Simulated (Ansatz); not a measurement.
`C[N](C)[Ti]([NH2])([NH2])[NH2]` and `C[O][Ti]([NH2])([NH2])[NH2]` differ in one atom or group.

Ansatz, PBE0-D4/def2-TZVP geometries, multiplicity 1. Each molecule was computed in one conformer, which needn't be the lowest.

Outer-core shells of Ti are correlated without core-valence functions. Scalar relativity is left out up to krypton.

```json
{"property": "vertical ionisation energy (CCSD(T)/def2-TZVPP) / eV", "`C[N](C)[Ti]([NH2])([NH2])[NH2]`": "8.12"}
{"property": "LUMO energy (PBE/def2-TZVPP) / eV", "`C[N](C)[Ti]([NH2])([NH2])[NH2]`": "-1.49"}
{"property": "HOMO energy (ωB97M-V/def2-TZVPP) / eV", "`C[N](C)[Ti]([NH2])([NH2])[NH2]`": "-8.58"}
{"property": "LUMO energy (B3LYP/def2-TZVPP) / eV", "`C[N](C)[Ti]([NH2])([NH2])[NH2]`": "-0.76"}
{"property": "HOMO energy (PBE/def2-TZVPP) / eV", "`C[N](C)[Ti]([NH2])([NH2])[NH2]`": "-5.04"}
{"property": "size of the dipole moment (B3LYP/def2-TZVPP) / D", "`C[N](C)[Ti]([NH2])([NH2])[NH2]`": "0.40"}
```

Problem. Give the same properties after the change, and the shifts. (Best estimate.)

Solution. Computed: 
```
                                            property  `C[O][Ti]([NH2])([NH2])[NH2]`  shift
vertical ionisation energy (CCSD(T)/def2-TZVPP) / eV                           8.80   0.68
                   LUMO energy (PBE/def2-TZVPP) / eV                          -1.59  -0.10
               HOMO energy (ωB97M-V/def2-TZVPP) / eV                          -9.13  -0.55
                 LUMO energy (B3LYP/def2-TZVPP) / eV                          -0.87  -0.11
                   HOMO energy (PBE/def2-TZVPP) / eV                          -5.39  -0.35
    size of the dipole moment (B3LYP/def2-TZVPP) / D                           0.59   0.19
```

With PBE0 the HOMO falls by 0.48 eV and the LUMO falls by 0.11 eV, so the gap widens by about 0.37 eV. PBE moves the HOMO by -0.35 eV and ωB97M-V by -0.55 eV. Dipoles are sizes alone; their direction can turn.

B3LYP here is the variant with VWN-RPA as its local correlation; programs differ in this.
